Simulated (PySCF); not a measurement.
Input file for PySCF: D3(BJ) and D4 dispersion corrections on H4PbSSi (SMILES [SiH3][Pb][SH]), a point of a torsion scan.

```python
from pyscf import gto
from pyscf.dispersion import dftd3, dftd4

mol = gto.M(
    atom='''
    Si   -1.31742011   -0.29493218   -0.04525605
    Pb    0.61098544    1.10382866   -1.28652621
    S     2.42322890    0.49278795    0.42872517
    H    -1.35996295   -1.63623645   -0.64488140
    H    -2.68611001    0.19842450   -0.23487092
    H    -1.19777590   -0.53274537    1.38711334
    H     3.26235175   -0.09617695   -0.41015012
    ''',
    basis='def2-svp',
    charge=0, spin=0, verbose=0, max_memory=1800)
d3, d4 = {}, {}
for xc in ['hf', 'pbe', 'blyp', 'revpbe', 'tpss', 'r2scan', 'b3lyp', 'pbe0', 'bhlyp', 'camb3lyp', 'b2plyp']:
    d3[xc] = float(dftd3.DFTD3Dispersion(mol, xc=xc, version='d3bj', atm=False).get_dispersion()['energy'])
    print(f'D3(BJ) {xc:10s} {d3[xc]:14.8f} Eh')
for xc in ['hf', 'pbe', 'blyp', 'revpbe', 'tpss', 'r2scan', 'b3lyp', 'pbe0', 'bhlyp', 'camb3lyp', 'b2plyp']:
    d4[xc] = float(dftd4.DFTD4Dispersion(mol, xc={'camb3lyp': 'cam-b3lyp'}.get(xc, xc), atm=True).get_dispersion()['energy'])
    print(f'D4     {xc:10s} {d4[xc]:14.8f} Eh')
```

Output:

```
D3(BJ) hf            -0.05052269 Eh
D3(BJ) pbe           -0.00632644 Eh
D3(BJ) blyp          -0.01513606 Eh
D3(BJ) revpbe        -0.01415436 Eh
D3(BJ) tpss          -0.00857007 Eh
D3(BJ) r2scan        -0.00181205 Eh
D3(BJ) b3lyp         -0.01287482 Eh
D3(BJ) pbe0          -0.00612733 Eh
D3(BJ) bhlyp         -0.01217558 Eh
D3(BJ) camb3lyp      -0.00673425 Eh
D3(BJ) b2plyp        -0.00722368 Eh
D4     hf            -0.01966024 Eh
D4     pbe           -0.00662447 Eh
D4     blyp          -0.01376937 Eh
D4     revpbe        -0.01517470 Eh
D4     tpss          -0.00879616 Eh
D4     r2scan        -0.00145296 Eh
D4     b3lyp         -0.01091774 Eh
D4     pbe0          -0.00571485 Eh
D4     bhlyp         -0.01087736 Eh
D4     camb3lyp      -0.00605228 Eh
D4     b2plyp        -0.00456592 Eh
```

The run finished.

Cost: very roughly 0.020 core-seconds.
